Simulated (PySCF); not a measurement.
Level of theory: TPSSh-D3(BJ)/def2-TZVP // CAM-B3LYP-D3(BJ)/def2-TZVP (PySCF). Isolated molecules, 0 K electronic values unless said otherwise. One relaxed conformer stands for a flexible species; it need not be the lowest. 

Reference species (SMILES): `[SH][InH2]` (neutral, multiplicity 1).

| Item | Value |
|---|---|
| HOMO–LUMO gap | 4.85 eV |
| LUMO | -1.95 eV |
| HOMO | -6.80 eV |

Changed species: `[InH3]` (3 of 3 SH replaced by H; the reference has 2 of 3 SH replaced by H).

What does the change do to the HOMO–LUMO gap, LUMO and HOMO?

the HOMO–LUMO gap rises by 0.62 eV, to 5.47 eV; the LUMO falls by 0.22 eV, to -2.17 eV; the HOMO falls by 0.84 eV, to -7.64 eV.
